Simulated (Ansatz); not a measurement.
Species: H6OSi3, SMILES `[SiH2]=[SiH]O[SiH3]` (Si–Si–O–Si torsion 24°) (charge 0, multiplicity 1), formula H6OSi3.

Task: How many basis functions does frozen-core CCSD(T)/cc-pVTZ // r2SCAN-D4/def2-TZVP (Ansatz, a program for electronic structure) use, how many core orbitals are frozen, and how many electrons are correlated?

Result: 216 basis functions and 16 frozen orbitals, which leaves 24 correlated electrons. Core time is of the order of minutes.
